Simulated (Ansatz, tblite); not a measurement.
Adding an electron: the cluster Bi₃⁺. Charge 1, multiplicity 1. Geometry: B3LYP-D4/def2-SVP. Ansatz, gas phase; energy differences of separate SCF runs; the reduced species was run as a doublet alone.

```tsv
atom	x (Å)	y (Å)	z (Å)
Bi1	1.601	-0.390	0.353
Bi2	-1.130	0.129	1.244
Bi3	-0.471	0.261	-1.597
```

In the def2 sets Bi takes a core potential; there is no spin–orbit coupling. The xTB rows come from tblite. HSE06 is defined as in plane-wave codes, on full-range PBE exchange. HOMO above LUMO, or a gap near zero within one spin, warns that the state may not be the lowest or that an electron is smeared out. The structure comes from a short search, and lower isomers may exist.

```tsv
level	−HOMO (eV)	−LUMO (eV)	vertical EA (eV)	HOMO–LUMO gap (eV)	remarks
GFN1-xTB	13.16	11.43	8.72	1.73	–
GFN2-xTB	13.56	13.22	10.03	0.34	–
PBE-D4/def2-TZVP	10.28	8.48	6.20	1.80	gap within one spin near zero (doublet)
r2SCAN-D4/def2-TZVP	10.50	8.45	6.47	2.06	spin-contaminated (⟨S²⟩ 1.02) (doublet)
PBE0-D4/def2-TZVP	11.11	7.84	6.36	3.27	spin-contaminated (⟨S²⟩ 0.99) (doublet)
HSE06-D4/def2-TZVP	10.74	8.20	6.35	2.55	spin-contaminated (⟨S²⟩ 0.98) (doublet)
```

Run but left out: HF/def2-TZVP (singlet: restricted singlet, unstable towards broken spin symmetry); BHLYP-D4/def2-TZVP, B2PLYP/def2-TZVP, PBE-QIDH/def2-TZVP (neutral doublet: ⟨S²⟩ 1.11 to 1.38, where a pure state has 0.75).  Raw xTB energy differences between charge states are shifted by several eV; the methods need an empirical correction for them.
